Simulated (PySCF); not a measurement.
# Two-component Hartree-Fock for Sb²⁴⁺ (antimony, charge +24)

Start: [Ar] 3d9; 3d3/2 filled at m_j = -1/2, +1/2, +3/2; 3d5/2 filled at m_j = -5/2, -3/2, -1/2, +1/2, +3/2, +5/2. Calculated with PySCF 2.14 in an even-tempered Gaussian basis (17 s from 3.2 bohr⁻², ratio 2.8; 12 p from 4.2 bohr⁻², ratio 2.8; 8 d from 4.2 bohr⁻², ratio 2.8; 3 f from 18 bohr⁻², ratio 3): generalised Hartree-Fock with the X2C-1e Hamiltonian and a Gaussian nucleus; one run each with spin-orbit coupling (SO) screened by Boettger's factors, then bare. This is a chosen level, not necessarily the ground level.

| spinor shell | electrons | ε, screened SO (eV) | ε, bare SO (eV) | weight of nominal j (bare SO) | rms radius, bare SO (bohr) |
| --- | --- | --- | --- | --- | --- |
| 1s1/2 | 2 | -31452.5 | -31452.4 | 1.000 | 0.0325 |
| 2s1/2 | 2 | -5546.7 | -5546.8 | 1.000 | 0.132 |
| 2p1/2 | 2 | -5231.2 | -5239.1 | 1.000 | 0.114 |
| 3s1/2 | 2 | -1700.7 | -1700.8 | 1.000 | 0.344 |
| 3p1/2 | 2 | -1568.8 | -1570.4 | 0.998 | 0.336 |
| 3p3/2 | 4 | -1522.2 | -1521.6 | 0.999 | 0.346 |
| 3d3/2 | 3 | -1303.7 | -1305.3 | 0.987 | 0.314 |
| 3d5/2 | 6 | -1293.6 | -1292.6 | 0.993 | 0.318 |

Problem. Where does 2p3/2 lie, and what is the 2p spin-orbit splitting (bare SO)?

Solution. At -4975.4 eV, 263.69 eV above 2p1/2.

```
   quantity  screened SO      bare SO
E (hartree)  -6193.91658  -6194.00931
        M_J          3/2          3/2
       ⟨J²⟩        3.750        3.750
       ⟨L²⟩        6.012        6.014
       ⟨S²⟩        0.762        0.763
```

Each row is a mean over spinors that exchange with the open shell spreads, by up to 15.006 eV (3p1/2).

Breit and QED terms are absent; they matter most for the inner s and p1/2 levels.

Densities and radii are taken from the X2C orbitals without a picture-change correction, which distorts them close to the nucleus.
